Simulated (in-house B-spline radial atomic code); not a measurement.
Inner levels of iodine as electrons are removed. A shift is the extra binding of the orbital against the neutral atom ([Kr] 4d10 5s2 5p5). The density at the nucleus is averaged over the nuclear charge. Computed with an all-electron radial atomic-structure program (B-spline basis): Dirac-Hartree-Fock, average of the configuration, finite nuclei.

| ion | configuration | shift of 3p3/2 (eV) | shift of 2p3/2 (eV) | shift of 2s1/2 (eV) | radius of 3p3/2 (bohr) | radius of 2p3/2 (bohr) | radius of 2s1/2 (bohr) | Σ<r²> (bohr²) | change of density at nucleus (bohr⁻³) |
| --- | --- | --- | --- | --- | --- | --- | --- | --- | --- |
| I16+ | [Kr] 4d1 | 378.99 | 394.64 | 394.33 | 0.31165 | 0.10412 | 0.11653 | 7.1841 | 156.13 |
| I17+ | [Ar] 3d10 4s2 4p6 | 416.17 | 434.53 | 434.18 | 0.31122 | 0.10411 | 0.11652 | 6.4329 | 197.28 |
| I18+ | [Ar] 3d10 4s2 4p5 | 454.99 | 476.86 | 476.35 | 0.3113 | 0.1041 | 0.1165 | 5.7762 | 243.6 |
| I19+ | [Ar] 3d10 4s2 4p4 | 494.53 | 520.12 | 519.45 | 0.31089 | 0.10408 | 0.11647 | 5.1459 | 291.41 |
| I20+ | [Ar] 3d10 4s2 4p3 | 534.79 | 564.32 | 563.47 | 0.31047 | 0.10406 | 0.11645 | 4.5405 | 340.73 |
| I21+ | [Ar] 3d10 4s2 4p2 | 575.76 | 609.44 | 608.4 | 0.31002 | 0.10404 | 0.11643 | 3.9584 | 391.55 |
| I22+ | [Ar] 3d10 4s2 4p1 | 617.43 | 655.47 | 654.23 | 0.30955 | 0.10402 | 0.1164 | 3.3984 | 443.87 |
| I23+ | [Ar] 3d10 4s2 | 659.78 | 702.41 | 700.96 | 0.30907 | 0.104 | 0.11638 | 2.8593 | 497.69 |
| I24+ | [Ar] 3d10 4s1 | 703.67 | 750.66 | 748.33 | 0.3085 | 0.10398 | 0.11638 | 2.365 | -171.06 |
| I25+ | [Ar] 3d10 | 748.19 | 799.72 | 796.49 | 0.30792 | 0.10395 | 0.11637 | 1.8871 | -871.27 |
